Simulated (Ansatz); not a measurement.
Ligand exchange: CuI + C2H7N → CuNH2 + C2H5I

Species: CuI, singlet; C2H7N `CCN`, singlet; CuNH2 `[NH2][Cu]`, singlet; C2H5I (iodoethane) `CCI`, singlet. The partners trade I for NH2: Cu–I and C–NH2 bonds give way to Cu–NH2 and C–I.

Shapes, held fixed at every level: PBE0-D4/def2-TZVP. Flexible molecules stand in one conformer, not always the lowest. Programs: Ansatz 0.2.0. The zero-point and thermal change to 298 K, harmonic and unscaled (PBE0-D4/def2-TZVP), is -9.3 kJ/mol.

| level | kind | ΔH(298 K) (kJ/mol) |
| --- | --- | --- |
| HF/def2-SVP | Hartree–Fock | +259.0 |
| HF/def2-TZVPP | Hartree–Fock | +228.6 |
| B3LYP-D4/def2-TZVPP | global hybrid | +143.0 |
| BHLYP-D4/def2-TZVPP | global hybrid | +179.5 |
| PBE0-D4/def2-TZVPP | global hybrid | +156.5 |
| wB97X-V/def2-TZVPP | range-separated hybrid | +159.5 |
| wB97M-V/def2-TZVPP | range-separated hybrid | +156.9 |

wB97M-V/def2-TZVPP gives ΔH(298 K) = +156.9 kJ/mol; the levels span +143.0 to +259.0. The median of the levels is +159.5. No measured value is set beside it here. For atoms past krypton def2 sets carry core potentials with scalar relativity.
